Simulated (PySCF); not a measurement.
[TlCl2]+ at several levels of theory

Computed with PySCF 2.14.0 (density fitting, no spin-orbit coupling) at the geometry relaxed with PBE0:

```xyz
3
[TlCl2]+ (singlet)
Tl    0.0000    0.0000    0.4052
Cl    2.3001    0.0000    0.4058
Cl   -2.3001    0.0000    0.4058
```

```
level                                  basis    state  HOMO (eV)  gap (eV)  charge on Tl1 (e)  dipole about the centre of mass (D)  largest force component (eV/Å)
 PBE0    Tl def2-SVP with ECP60, Cl def2-SVP  singlet     -15.16      5.01               0.91                                 0.00                            0.00
 PBE0  Tl def2-TZVP with ECP60, Cl def2-TZVP  singlet     -15.09      5.14               1.09                                 0.00                            0.93
```

Charges are Mulliken's, which hang on the basis. The relaxation used the grid (50, 194), these runs (75, 302) or, all-electron (x2c bases, spin-free X2C Hamiltonian), (99, 590).

A further run in the first row's basis gives HOMO (eV) -14.81, gap (eV) 4.47, charge on Tl1 (e) 0.87, dipole about the centre of mass (D) 0.00, largest force component (eV/Å) 0.39. Which level was it?
A. B3LYP
B. CAM-B3LYP

A. The others give HOMO -16.45 eV (CAM-B3LYP).

In the first row's basis the gap widens with exact exchange: 4.5 to 5.0 eV for B3LYP, PBE0 (a fixed share); 7.4 eV for CAM-B3LYP (rising or full at long range).
